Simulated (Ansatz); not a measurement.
Job for Ansatz (an electronic-structure program): R-MP2/def2-TZVPPD on CaF2 (SMILES [F][Ca][F]), atoms moved off the minimum. Files ending in .json are basis or fitting sets from the Basis Set Exchange.

Ansatz 0.2 input:
```yaml
crystal:
  periodic: [false, false, false]
  atoms:
    - {symbol: Ca, position_ang: [0.24598096, 0.01784110, 0.03567915]}
    - {symbol: F, position_ang: [-0.67562919, 1.29169606, -1.26142798]}
    - {symbol: F, position_ang: [0.07590945, -1.45958964, 1.33094500]}
basis:
  gaussian:
    orbitals: def2-TZVPPD.json
magnetization: {spin_polarized: false}
correlation: {method: mp2, electrons: outside_noble_gas}
scf: {lower_state_search: off}
output: {forces: true}
```

The log:

```
Functional definition: HF
[...]
these checks for a lower state are left out or cut short: starts, cluster_reference, orbital_swaps, neighbouring_geometries, increment
integrals: 0.07 GiB planned
898 factors; integrals over basis functions are off by at most 1.1e-3 eV
mean field: 0.28 GiB planned
mean field evaluation 1: about -23829.3230 eV, gradient 5.2e1 eV
mean field evaluation 2: about -23829.3333 eV, gradient 5.2e1 eV
mean field evaluation 4: about -23833.6706 eV, gradient 1.6e0 eV
mean field evaluation 8: about -23833.6914 eV, gradient 1.6e-1 eV
mean field -23833.69151044 eV, -875.8720079522 hartree, gradient 2.5e-6 eV, S^2 0.000000; 0 other end points of the search recorded, 0 dependent functions left out
11 core orbitals not correlated, not the lowest: weight in the atoms' cores, before any rotation towards them, 0.762 or more for the frozen orbitals, at most 0.219 for the correlated occupied ones
reference -23833.69151044 eV, -875.8720079522 hartree; 8, 8 occupied and 97, 97 virtual orbitals, 898 factors
densities: 0.24 GiB planned
second order -15.20424276 eV of doubles, -0.00000000 eV of singles
the calculation of the forces begins
mean field evaluation 16: about -23833.6401 eV, gradient 1.0e0 eV
Total energy: -23848.89575320 eV, -876.4307535679 hartree
Atom 0 at     0.245981     0.017841     0.035679 Å, force     0.196357     0.784731    -0.670079 eV/Å
Atom 1 at    -0.675629     1.291696    -1.261428 Å, force    -0.115508     0.214430    -0.211655 eV/Å
Atom 2 at     0.075909    -1.459590     1.330945 Å, force    -0.080849    -0.999161     0.881734 eV/Å
Dipole moment:     0.835024     0.131867     0.022778 e Å
Checks for a lower state left out: starts, cluster_reference, orbital_swaps, neighbouring_geometries, increment
```

The run converged.

Cost: roughly 5 core-seconds.
